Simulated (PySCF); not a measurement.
From one molecule to another.

First species: tropone, C7H6O.
Bonds: O1–C2 (double), C2–C3, C3–C4 (double), C4–C5, C5–C6 (double), C6–C7, C7–C8 (double), C2–C8. Hydrogens: H9 on C3; H10 on C4; H11 on C5; H12 on C6; H13 on C7; H14 on C8.

Second species: C3H7FSi2.
Bonds: F1–C2, C2–Si3, Si3–C4, C4–C5 (triple), C5–Si6. Hydrogens: H7, H8 on C2; H9, H10 on Si3; H11, H12, H13 on Si6.

Levels: B3LYP/def2-SVPD for dipole moment, HOMO energy, LUMO energy, HOMO–LUMO gap, static isotropic polarisability and electronic spatial extent ⟨r²⟩ about the centre of nuclear charge; TDDFT B3LYP/def2-SVPD for lowest singlet excitation; PBE0-D3(BJ)/def2-SVP for rotational constant A and rotational constant C. Geometries: PBE0-D3(BJ)/def2-SVP. All species are isolated and taken at one optimised geometry, non-relativistic unless stated; the electronic structure was computed with PySCF and density fitting.

Dipoles, sizes and rotational constants follow the conformer. The torsions of the flexible species, by atom-mapped SMILES:
- `[F:1][CH2:2][SiH2:3][C:4]#[C:5][SiH3:6]`: F1–C2–Si3–C4 180°

Problem. Which of the two has the higher dipole moment, and by how much?

Solution. The first: 4.71 D against 1.74 D, a difference of 2.97 D.

Problem. Which of the two has the higher HOMO–LUMO gap, and by how much?

Solution. The second: 6.92 eV against 4.18 eV, a difference of 2.74 eV.

Problem. Which has the higher S1 energy?

Solution. The second: 5.47 eV against 3.32 eV, a difference of 2.15 eV.

Problem. Which has the higher rotational constant A?

Solution. The second: 8.505 GHz against 3.743 GHz, a difference of 4.762 GHz.

Problem. Which has the higher rotational constant C?

Solution. The first: 1.312 GHz against 0.603 GHz, a difference of 0.709 GHz.

Problem. Which of the two has the higher ⟨r²⟩, and by how much?

Solution. The second: 1748 bohr² against 877 bohr², a difference of 871 bohr².

Problem. Which has the higher static isotropic polarisability?

Solution. The second: 95.1 au against 89.0 au, a difference of 6.1 au.

Problem. Which has the higher HOMO energy?

Solution. The first: -6.82 eV against -7.98 eV, a difference of 1.16 eV.

On the first: The dipole matches unit charges of opposite sign 0.98 Å apart (1 e·Å = 4.8032 D). S1 lies 0.86 eV below the HOMO–LUMO gap; its leading configuration is HOMO−1→LUMO, weight 1.00.

On the second: The principal polarisabilities are 73.6, 79.3 and 132.4 au; their mean is the isotropic value. S1 lies 1.45 eV below the HOMO–LUMO gap; its leading configuration is HOMO−1→LUMO, weight 0.65.
